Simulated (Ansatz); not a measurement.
Born–Oppenheimer molecular dynamics of Cl3H5OSi2 (11 atoms, charge 0, multiplicity 1). It starts at the highest image of a converged band. Of that band: A structure lower than the last end lies on the path between it and the top, so the climb from that side starts below the end, which may itself be a saddle point or a shallow side well. Neighbouring images differ by up to 2.0 eV, so the band resolves the path poorly. A vibrational analysis at the climbing image gives one clearly imaginary mode, 1032i cm⁻¹: a first-order saddle point.

Theory: Ansatz, RKS PBE/def2-SVP.

```
ensemble                      : NVE (velocity Verlet)
time step                     : 0.5 fs
steps asked                   : 200
starting velocities drawn for : 300 K
seed                          : 8885
```

First frame:

```xyz
11
Properties=species:S:1:pos:R:3
Si 0.155 -0.085 0.064
O -0.336 -0.047 1.835
H -1.250 0.218 2.107
Cl 2.033 0.645 -0.486
Cl -1.011 1.645 -0.319
Cl -0.844 -1.413 -1.212
Si 1.477 -2.254 1.001
H 0.750 -3.487 1.496
H 1.988 -2.574 -0.375
H 2.659 -2.008 1.905
H 0.167 -1.089 1.797
```

Task: How far do the bonds stretch over the last three quarters of this one trajectory? (Pairs bonded in most of those frames.)

Result: 
```tsv
bond	mean (Å)	spread (Å)	shortest	longest
Si1–Cl4	2.149	0.041	2.08	2.20
Si1–Cl5	2.168	0.127	1.97	2.34
Si1–Cl6	2.143	0.021	2.09	2.16
Si1–Si7	2.368	0.102	2.20	2.53
O2–H3	0.985	0.009	0.96	1.00
O2–H11	0.980	0.014	0.95	1.00
Si7–H8	1.509	0.028	1.46	1.56
Si7–H9	1.509	0.038	1.45	1.57
Si7–H10	1.505	0.032	1.45	1.55
```

Mean temperature of the second half: 633 K. The conserved energy stayed within 0.082 meV per atom of its start (net change -0.0073 meV per atom), so the integration is sound. The kinetic energy rose, since the run started high on the potential surface and went downhill. It ends in pieces (Cl3H3Si2 + H2O), so much of that is their flight and rotation, not heat. A run of 0.1 ps of so small a system gives no equilibrium averages. The orbitals stay closed-shell, which can raise the energy where a bond breaks towards radicals; this wasn't checked here.

Time of the run: 6 min on 4 threads of Arm Neoverse V1, on a shared host, peak memory 0.21 GiB.
